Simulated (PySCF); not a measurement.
Predicted microwave data (PBE0-D3(BJ)/def2-SVP geometry optimisation, gas phase in PySCF) for one isomer of C7H13FO2:

```
Rotational constants : A = 1658, B = 1071, C = 717.3 MHz
Dipole components    : |μa| = 1.15 D, |μb| = 1.44 D, |μc| = 0.45 D
Inertial defect      : -72.37 u·Å²
κ                    : -0.25
```

Question: Which structure is it? (One computed conformer of each.)
A. `[CH3:1][CH2:2][O:3][C@@H:4]1[CH2:5][C@@H:6]1[C@@H:7]([F:8])[O:9][CH3:10]` with C1–C2–O3–C4 -79°, C2–O3–C4–C5 174°, C5–C6–C7–F8 69°, C6–C7–O9–C10 173°
B. `[CH3:1][CH2:2][O:3][C@@H:4]1[CH2:5][C@@H:6]1[C@H:7]([F:8])[O:9][CH3:10]` with C1–C2–O3–C4 -178°, C2–O3–C4–C5 158°, C5–C6–C7–F8 -155°, C6–C7–O9–C10 -173°
C. `[CH3:1][C@H:2]([F:3])[C:4](=[O:5])[O:6][C:7]([CH3:8])([CH3:9])[CH3:10]` with C1–C2–C4–O5 -63°, C2–C4–O6–C7 180°

Answer: A. It is CCO[C@@H]1C[C@@H]1[C@@H](F)OC, an asymmetric top, point group C1. The candidates at the same level (rigid rotor, commonest isotopes):

| SMILES | A (MHz) | B (MHz) | C (MHz) | μa (D) | μb (D) | μc (D) | Δ (u·Å²) | point group | rotor |
| --- | --- | --- | --- | --- | --- | --- | --- | --- | --- |
| CCO[C@@H]1C[C@@H]1[C@@H](F)OC | 1658 | 1071 | 717.3 | 1.15 | 1.44 | 0.45 | -72.37 | C1 | asymmetric top |
| CCO[C@@H]1C[C@@H]1[C@H](F)OC | 1945 | 822.4 | 664.1 | 0.11 | 0.08 | 0.39 | -113.27 | C1 | asymmetric top |
| C[C@H](F)C(=O)OC(C)(C)C | 2234 | 837.0 | 745.5 | 0.87 | 0.09 | 0.46 | -152.08 | C1 | asymmetric top |

`CCO[C@@H]1C[C@@H]1[C@H](F)OC` has B 23 % too low; `C[C@H](F)C(=O)OC(C)(C)C` has A 35 % too high. No structure here is proved a minimum.
